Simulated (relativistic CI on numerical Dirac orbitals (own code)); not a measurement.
Radial parameters of Tb⁴⁷⁺

Calculated at this level of theory: Dirac-Coulomb-Breit CI, separate exchange-only KLI orbitals for each configuration, model QED, unscaled Slater integrals (own radial code, finite nucleus).

Slater integrals F^k, G^k are unscaled and averaged over j, outside the closed core [Ne]; ζ comes from projecting the Hamiltonian with its Breit term on Σ l·s of the shell.

- 3s2 3p5 3d: ζ(3p) = 995740, F^2(3p,3d) = 457010, G^1(3p,3d) = 478080, G^3(3p,3d) = 322030, ζ(3d) = 136150 cm⁻¹; <r>(3p) = 0.2166, <r^2>(3p) = 0.0543, <r>(3d) = 0.192, <r^2>(3d) = 0.04258 (bohr units).
- 3s 3p6 3d: G^2(3s,3d) = 362360, ζ(3d) = 136780 cm⁻¹; <r>(3s) = 0.2219, <r^2>(3s) = 0.05618, <r>(3d) = 0.1921, <r^2>(3d) = 0.04264 (bohr units).
- 3s2 3p5 4s: ζ(3p) = 1.0065e+06, G^1(3p,4s) = 60586 cm⁻¹; <r>(3p) = 0.2156, <r^2>(3p) = 0.05377, <r>(4s) = 0.4187, <r^2>(4s) = 0.1974 (bohr units).

Averages of the first 10 configurations, taken without configuration mixing, which lowers the lowest level and can move excited configurations by several eV; other configurations of the list can lie among them:

| Configuration | Parity | States | Average energy above the lowest level (eV) |
| --- | --- | --- | --- |
| 3s2 3p6 | even | 1 | 0.4 |
| 3s2 3p5 3d | odd | 60 | 303.8 |
| 3s 3p6 3d | even | 20 | 606.2 |
| 3s2 3p5 4s | odd | 12 | 1859.7 |
| 3s2 3p5 4p | even | 36 | 1974.1 |
| 3s2 3p5 4d | odd | 60 | 2099.9 |
| 3p6 3d 4p | odd | 60 | 2882.5 |
| 3s 3p6 4s | even | 4 | 2163.8 |
| 3p6 3d2 | even | 45 | 1222.4 |
| 3p5 3d3 | odd | 720 | 1523.9 |
